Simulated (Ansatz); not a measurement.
Ansatz (an electronic-structure program) input (B3LYP-D3(BJ)/def2-TZVP):

Ansatz 0.2 input:
```yaml
crystal:
  periodic: [false, false, false]
  atoms:
    - {symbol: C, position_ang: [-0.77141964, -0.30583268, -0.04662621]}
    - {symbol: N, position_ang: [0.44805019, -0.68025653, -0.08369295]}
    - {symbol: H, position_ang: [-0.92802882, 0.92127473, 0.09293246]}
    - {symbol: H, position_ang: [1.23984480, 0.02326663, 0.00040293]}
basis:
  gaussian:
    orbitals: def2-TZVP
hamiltonian:
  xc: b3lyp
  dispersion: d3bj
total_charge: -1
relax: {f_tol: 0.002, max_steps: 150}
```

Output:

```
Functional definition: B3LYP
integrals: 0.01 GiB planned
423 factors; their error is unknown
mean field: 0.14 GiB planned
mean field evaluation 1: about -2557.4708 eV, gradient 1.3e1 eV
mean field evaluation 2: about -2557.1000 eV, gradient 1.8e1 eV
mean field evaluation 4: about -2557.9951 eV, gradient 1.9e0 eV
mean field evaluation 8: about -2558.0004 eV, gradient 2.7e-2 eV
mean field -2558.00035742 eV, -94.0047792602 hartree, gradient 1.2e-5 eV, S^2 0.000000; 0 other end points of the search recorded, 0 dependent functions left out
the calculation of the forces begins
reference -2558.00054450 eV, -94.0047861352 hartree; 8, 8 occupied and 66, 66 virtual orbitals, 423 factors
relax step   1: F+E_penalty+E_count = -2558.05932580 eV  Δ(F+E_penalty+E_count) = +0.000e0 eV  max|allowed force component| = 1.382e0 eV/Å  Δτ_max = 0.0000 Å  (25 SCF iters, accepted)
these checks for a lower state are left out or cut short: starts, cluster_reference, orbital_swaps, neighbouring_geometries, increment
integrals: 0.01 GiB planned
423 factors; their error is unknown
mean field: 0.14 GiB planned
mean field evaluation 16: about -2558.0518 eV, gradient 2.2e0 eV
mean field -2558.06359467 eV, -94.0071031863 hartree, gradient 1.5e-5 eV, S^2 0.000000; 0 other end points of the search recorded, 0 dependent functions left out
the calculation of the forces begins
reference -2558.06377839 eV, -94.0071099380 hartree; 8, 8 occupied and 66, 66 virtual orbitals, 423 factors
relax step   2: F+E_penalty+E_count = -2558.12261522 eV  Δ(F+E_penalty+E_count) = -6.329e-2 eV  max|allowed force component| = 1.063e0 eV/Å  Δτ_max = 0.0513 Å  (31 SCF iters, accepted)
these checks for a lower state are left out or cut short: starts, cluster_reference, orbital_swaps, neighbouring_geometries, increment
integrals: 0.01 GiB planned
423 factors; their error is unknown
mean field: 0.14 GiB planned
mean field -2558.09031576 eV, -94.0080851684 hartree, gradient 1.6e-5 eV, S^2 0.000000; 0 other end points of the search recorded, 0 dependent functions left out
the calculation of the forces begins
reference -2558.09049162 eV, -94.0080916308 hartree; 8, 8 occupied and 66, 66 virtual orbitals, 423 factors
relax step   3: F+E_penalty+E_count = -2558.14935916 eV  Δ(F+E_penalty+E_count) = -2.674e-2 eV  max|allowed force component| = 8.515e-1 eV/Å  Δτ_max = 0.0539 Å  (29 SCF iters, accepted)
these checks for a lower state are left out or cut short: starts, cluster_reference, orbital_swaps, neighbouring_geometries, increment
integrals: 0.01 GiB planned
423 factors; their error is unknown
mean field: 0.14 GiB planned
mean field evaluation 32: about -2558.1020 eV, gradient 3.5e-1 eV
mean field -2558.10217397 eV, -94.0085209493 hartree, gradient 1.5e-5 eV, S^2 0.000000; 0 other end points of the search recorded, 0 dependent functions left out
the calculation of the forces begins
reference -2558.10235169 eV, -94.0085274805 hartree; 8, 8 occupied and 66, 66 virtual orbitals, 423 factors
relax step   4: F+E_penalty+E_count = -2558.16125938 eV  Δ(F+E_penalty+E_count) = -1.190e-2 eV  max|allowed force component| = 7.647e-2 eV/Å  Δτ_max = 0.0205 Å  (30 SCF iters, accepted)
these checks for a lower state are left out or cut short: starts, cluster_reference, orbital_swaps, neighbouring_geometries, increment
integrals: 0.01 GiB planned
423 factors; their error is unknown
mean field: 0.14 GiB planned
mean field -2558.10270774 eV, -94.0085405652 hartree, gradient 1.5e-5 eV, S^2 0.000000; 0 other end points of the search recorded, 0 dependent functions left out
the calculation of the forces begins
reference -2558.10288522 eV, -94.0085470876 hartree; 8, 8 occupied and 66, 66 virtual orbitals, 423 factors
relax step   5: F+E_penalty+E_count = -2558.16178798 eV  Δ(F+E_penalty+E_count) = -5.286e-4 eV  max|allowed force component| = 5.432e-2 eV/Å  Δτ_max = 0.0053 Å  (31 SCF iters, accepted)
these checks for a lower state are left out or cut short: starts, cluster_reference, orbital_swaps, neighbouring_geometries, increment
integrals: 0.01 GiB planned
423 factors; their error is unknown
mean field: 0.14 GiB planned
mean field -2558.10273937 eV, -94.0085417275 hartree, gradient 1.5e-5 eV, S^2 0.000000; 0 other end points of the search recorded, 0 dependent functions left out
the calculation of the forces begins
reference -2558.10291691 eV, -94.0085482520 hartree; 8, 8 occupied and 66, 66 virtual orbitals, 423 factors
relax step   6: F+E_penalty+E_count = -2558.16182061 eV  Δ(F+E_penalty+E_count) = -3.262e-5 eV  max|allowed force component| = 4.128e-3 eV/Å  Δτ_max = 0.0007 Å  (31 SCF iters, accepted)
these checks for a lower state are left out or cut short: starts, cluster_reference, orbital_swaps, neighbouring_geometries, increment
integrals: 0.01 GiB planned
423 factors; their error is unknown
mean field: 0.14 GiB planned
mean field -2558.10273962 eV, -94.0085417367 hartree, gradient 1.5e-5 eV, S^2 0.000000; 0 other end points of the search recorded, 0 dependent functions left out
the calculation of the forces begins
reference -2558.10291716 eV, -94.0085482612 hartree; 8, 8 occupied and 66, 66 virtual orbitals, 423 factors
relax step   7: F+E_penalty+E_count = -2558.16182087 eV  Δ(F+E_penalty+E_count) = -2.639e-7 eV  max|allowed force component| = 1.310e-4 eV/Å  Δτ_max = 0.0001 Å  (32 SCF iters, accepted)
integrals: 0.01 GiB planned
423 factors; their error is unknown
mean field: 0.14 GiB planned
mean field evaluation 64: about -2558.1027 eV, gradient 1.5e-5 eV
mean field -2558.10273962 eV, -94.0085417367 hartree, gradient 1.5e-5 eV, S^2 0.000000; 1 other end points of the search recorded, 0 dependent functions left out
the calculation of the forces begins
reference -2558.10291716 eV, -94.0085482612 hartree; 8, 8 occupied and 66, 66 virtual orbitals, 423 factors
Total energy: -2558.16199841 eV, -94.0107194571 hartree
Atom 0 at    -0.781825    -0.280989    -0.043620 Å, force    -0.000056    -0.000032     0.000002 eV/Å
Atom 1 at     0.452284    -0.697479    -0.085420 Å, force    -0.000091     0.000075     0.000001 eV/Å
Atom 2 at    -0.840574     0.867260     0.086885 Å, force     0.000015    -0.000047    -0.000009 eV/Å
Atom 3 at     1.158560     0.069661     0.005171 Å, force     0.000131     0.000004     0.000005 eV/Å
Dipole moment:     0.487683     0.375997     0.045048 e Å
```

It need not be the lowest isomer of its formula. Whether it binds its extra electron was not tested at this geometry.
